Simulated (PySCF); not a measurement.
From one molecule to another.

First species: C3H9NSi2.
SMILES: `C#C[Si@@H]([SiH3])NC`

Second species: 4-methyl-2,3-dihydrofuran, C5H8O.
SMILES: `CC1=COCC1`

Levels: PBE0/def2-SVPD for dipole moment, HOMO energy, LUMO energy, HOMO–LUMO gap, static isotropic polarisability and electronic spatial extent ⟨r²⟩ about the centre of nuclear charge; TDDFT PBE0/def2-SVPD for lowest singlet excitation; TDA PBE0/def2-SVPD for lowest triplet excitation (Tamm–Dancoff); GFN2-xTB for rotational constant A and rotational constant C. Geometries: GFN2-xTB. Each structure is a single optimised conformer of the isolated species, non-relativistic unless stated; the electronic structure was computed with PySCF and density fitting.

The conformers computed, where there is a choice (atom-mapped SMILES and torsion angles):
- `[CH:1]#[C:2][Si@@H:3]([SiH3:4])[NH:5][CH3:6]`: C2–Si3–N5–C6 -76°

Values for the first species:

* Dipole moment: 1.20 D
* HOMO energy: -6.93 eV
* LUMO energy: -0.54 eV
* HOMO–LUMO gap: 6.39 eV
* Lowest singlet excitation: 5.13 eV
* Lowest triplet excitation (Tamm–Dancoff): 4.74 eV
* Static isotropic polarisability: 98.5 au
* Electronic spatial extent ⟨r²⟩ about the centre of nuclear charge: 1095 bohr²
* Rotational constant A: 2.161 GHz
* Rotational constant C: 1.183 GHz

Problem. Estimate the same properties for the second species, and the change in each.

Solution. 
| property | first | second | second less first |
| --- | --- | --- | --- |
| dipole moment | 1.20 D | 1.45 D | +0.25 D |
| HOMO energy | -6.93 eV | -5.88 eV | +1.05 eV |
| LUMO energy | -0.54 eV | 0.71 eV | +1.25 eV |
| HOMO–LUMO gap | 6.39 eV | 6.59 eV | +0.20 eV |
| lowest singlet excitation | 5.13 eV | 5.44 eV | +0.31 eV |
| lowest triplet excitation (Tamm–Dancoff) | 4.74 eV | 3.97 eV | -0.77 eV |
| static isotropic polarisability | 98.5 au | 61.3 au | -37.2 au |
| electronic spatial extent ⟨r²⟩ about the centre of nuclear charge | 1095 bohr² | 563 bohr² | -532 bohr² |
| rotational constant A | 2.161 GHz | 7.649 GHz | +5.488 GHz |
| rotational constant C | 1.183 GHz | 2.334 GHz | +1.151 GHz |

On the first: The vertical singlet–triplet gap S1 − T1 is 0.39 eV (TDDFT singlet less Tamm–Dancoff triplet; S1: HOMO→LUMO, weight 0.98; T1: HOMO→LUMO, weight 0.69). The principal polarisabilities are 85.1, 96.2 and 114.1 au; their mean is the isotropic value.

On the second: The polarisability is 9.08 Å³ as a volume (1 au = 0.148185 Å³), or 1.33 au for each of the 46 electrons. The vertical singlet–triplet gap S1 − T1 is 1.47 eV (TDDFT singlet less Tamm–Dancoff triplet; S1: HOMO→LUMO, weight 0.98; T1: HOMO→LUMO+1, weight 0.91).
